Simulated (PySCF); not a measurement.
SMILES I[Si](O)(O)I (H₂I₂O₂Si), singlet (B3LYP/def2-SVP optimised geometry):

```
7

O     -0.985     0.693     0.000
Si    -0.559    -0.902     0.000
O     -1.129    -1.741    -1.302
I      1.900    -0.902     0.000
I     -1.518    -2.039     1.958
H     -1.900     0.902     0.230
H     -0.680    -1.598    -2.147
```

Level of theory: B3LYP/def2-TZVP, def2 effective core potentials past Kr in PySCF 2.14.0.

Task: What are the frontier orbital energies and the dipole moment?

Result: HOMO-2 -7.76 eV, HOMO-1 -7.58 eV, HOMO -7.43 eV, LUMO -1.58 eV, LUMO+1 -0.05 eV; dipole moment 1.50 D.

On the same geometry PySCF 2.14.0 with PBE/def2-TZVP, def2 effective core potentials past Kr gives HOMO-2 -6.81 eV, HOMO-1 -6.67 eV, HOMO -6.55 eV, LUMO -2.16 eV, LUMO+1 -0.63 eV; dipole moment 1.51 D.
